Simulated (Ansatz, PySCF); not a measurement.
bicarbonate (CHO3), SMILES O=C([O-])O, charge -1.

The structure is a stationary point at PBE-D3(BJ)/def2-SVPD. Other conformers were not sampled.

Estimates of the vertical detachment energy (IE) of the anion in eV. Rows of orbital energies are one-electron estimates, which approximate functionals can put far too low.

```json
[
 {"level": "−ε(HOMO), −ε(LUMO), M06-2X/def2-TZVPD (PySCF)", "IE": "3.38"},
 {"level": "−ε(HOMO), −ε(LUMO), PBE/def2-TZVPD (PySCF)", "IE": "-0.06"},
 {"level": "ΔSCF, CAM-B3LYP/def2-SVPD (Ansatz), final states of multiplicity 2", "IE": "4.42"},
 {"level": "ΔSCF, PBE/def2-SVPD (Ansatz), final states of multiplicity 2", "IE": "3.83"}
]
```

Q: What vertical singlet–triplet gap does ΔSCF give with CAM-B3LYP/def2-SVPD (Ansatz, a program for electronic structure) and with PBE/def2-SVPD (Ansatz)? (The exact figures need the calculation; the answer reports its results.)

A: 5.68 and 4.95 eV (triplet above singlet where positive).
